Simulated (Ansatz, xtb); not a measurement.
**Two isomers of H9NSi3**

We compare a, `[SiH3]N[SiH2][SiH3]`, a singlet, with b, `[SiH3]N([SiH3])[SiH3]`, a singlet. Both are isolated molecules in the gas phase, relaxed with PBE0-D3(BJ)/def2-SVP, each in the lowest conformer that the search found.

Quicker runs give these differences E(b) − E(a): GFN2-xTB −1.067 eV; HF/STO-3G −0.343 eV (at GFN2-xTB geometries); r2SCAN-D4/def2-SVP −0.531 eV (at GFN2-xTB geometries).

Problem. Estimate E(b) − E(a) at the level CCSD(T)/def2-SVP + ΔMP2/def2-TZVPP.

Solution. Calculated at CCSD(T)/def2-SVP + ΔMP2/def2-TZVPP: E(b) − E(a) = −0.660 eV, so structure b lies lower.

The same difference at several levels:

| level | geometry | E(b) − E(a) (eV) | departure from the last row (eV) | job, with rough time for the two |
| --- | --- | --- | --- | --- |
| GFN2-xTB | GFN2-xTB | −1.067 | −0.407 | optimisation, 0.36 s |
| HF/STO-3G | GFN2-xTB | −0.343 | +0.317 | single point, 0.58 s |
| r2SCAN-D4/def2-SVP | GFN2-xTB | −0.531 | +0.129 | single point, 4 s |
| PBE0-D3(BJ)/def2-SVP | PBE0-D3(BJ)/def2-SVP | −0.407 | +0.254 | optimisation, 1.9 min |
| HF/def2-SVP | PBE0-D3(BJ)/def2-SVP | −0.699 | −0.039 | part of the CCSD(T) run |
| MP2/def2-SVP | PBE0-D3(BJ)/def2-SVP | −0.696 | −0.036 | part of the CCSD(T) run |
| CCSD(T)/def2-SVP | PBE0-D3(BJ)/def2-SVP | −0.632 | +0.028 | single point |
| CCSD(T)/def2-SVP + ΔMP2/def2-TZVPP | PBE0-D3(BJ)/def2-SVP | −0.660 |  | single point, 31 s |

As drawn, b has 1 N–Si, 1 Si–H in place of 1 Si–Si, 1 N–H.

None of the levels shown reverses the order. The largest departure from CCSD(T)/def2-SVP + ΔMP2/def2-TZVPP is that of GFN2-xTB, 0.407 eV. The last row adds to CCSD(T) the change of the MP2 difference between the two basis sets, here −0.028 eV.

With harmonic frequencies from PBE0-D3(BJ)/def2-SVP (ideal gas, rigid rotor, one conformer each, 298.15 K, 1 atm): on the last row, ΔE + ΔZPE = −0.700 eV. A mode under 50 cm⁻¹ makes harmonic enthalpies and free energies unreliable, so none is given.

The correlated steps freeze 16 core orbitals. Programs: Ansatz 0.2.0, xtb 6.7.1; the last row on 2 threads of Intel(R) Xeon(R) Platinum 8259CL CPU @ 2.50GHz (Skylake/Cascade Lake) on a shared host.
